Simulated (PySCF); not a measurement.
Species: C6H7N2 (doublet state).
SMILES with atom numbers: `[H]/[C:1]=[C:2]([CH3:3])\[N:4]=[CH:5]/[CH2:6][C:7]#[N:8]` (hydrogens: H9 on C1; H10, H11, H12 on C3; H13 on C5; H14, H15 on C6)

Cartesian coordinates in Å at the GFN2-xTB level; atoms count from 1:
```
atom  x, y, z in Å
C1    -0.7584    1.4198    0.3835
C2    -1.1563    0.2376   -0.0039
C3    -2.4779   -0.3825    0.3489
N4    -0.4031   -0.5625   -0.8766
C5     0.8257   -0.7963   -0.8150
C6     1.7954   -0.3471    0.2574
C7     2.4878    0.8309   -0.1982
N8     3.0177    1.7688   -0.5807
H9     0.0492    2.0814    0.1639
H10   -2.9837   -0.6850   -0.5649
H11   -3.0937    0.3278    0.8915
H12   -2.3263   -1.2694    0.9630
H13    1.2484   -1.3902   -1.6188
H14    2.5281   -1.1323    0.4597
H15    1.2428   -0.0929    1.1685
```

The hyperfine couplings belong to this conformer and change with its torsions.

The calculation used UKS B3LYP, pcH-1 on C H N, non-relativistic, mean-field spin-orbit, GIAO in PySCF. Geometry: GFN2-xTB, one conformer, isolated molecule. The geometry wasn't refined by DFT: couplings that depend on bond lengths, twists or pyramidal angles can differ widely from those at the functional's own minimum. The frame is twisted about the C2–N4 bond at this geometry (dihedral C1–C2–N4–C5 = 46°); couplings at other torsion angles weren't computed.

How many α and β electrons are there, and what is ⟨S²⟩ of the pure spin state?

Nα = 29, Nβ = 28 (57 in all), and S(S+1) = 0.75 for S = 1/2.

Mulliken spin populations, one withheld:

```tsv
atom	bound to	population
C1	C2, H9	?
C2	C1, C3, N4	-0.1323
C3	C2, H10, H11, H12	+0.0297
N4	C2, C5	+0.0808
C5	N4, C6, H13	-0.0266
C6	C5, C7, H14, H15	+0.0087
C7	C6, N8	-0.0022
N8	C7	+0.0037
H9	C1	-0.0008
H10	C3	-0.0032
H11	C3	-0.0003
H12	C3	-0.0012
H13	C5	+0.0064
H14	C6	-0.0012
H15	C6	-0.0027
```

Fill in the missing population.

The populations add up to Nα − Nβ = 1, and the others sum to -0.0412, so C1 holds +1.041.

Sum the populations by element and by sign.

Carbon +0.92, nitrogen +0.08, hydrogen 0.00. The positive populations sum to 1.17, the negative ones to -0.17.

With ⟨S²⟩ = 0.7606, find the sum of squared α–β overlaps and estimate the admixture of higher spin.

For a single determinant ⟨S²⟩ = S(S+1) + Nβ − Σ|⟨iα|jβ⟩|², so the squared overlaps of occupied orbitals sum to 28 − 0.0106 = 27.9894. If the quartet state (S + 1) were the only admixture, its weight would be 0.0106/(2S + 2) = 0.35 %.

What Fermi-contact NMR shifts do the couplings of C2, C3, N4, C5, C6, C7, H9 imply at 200 K (Curie law, g = gₑ)?

δ = a_FC·h·gₑ μB S(S+1)/(3 g_N μN kT), with k/h = 20836.6 MHz/K:

```tsv
nuclei	isotope	a_FC (MHz)	g_N	contact shift (ppm)
C2	13C	-2.15	1.4048	-337
C3	13C	30.55	1.4048	+4797
N4	14N	3.98	0.4038	+2172
C5	13C	-8.40	1.4048	-1319
C6	13C	0.36	1.4048	+57
C7	13C	-2.87	1.4048	-450
H9	1H	32.30	5.5857	+1275
```

All at the stated temperature.

The spin density at the nucleus, in bohr⁻³, is negative for C5 (-0.0075), C7 (-0.0025) and C2 (-0.0019), for instance. A restricted open-shell determinant has no negative spin density anywhere; here it arises because α and β orbitals differ (spin polarisation).
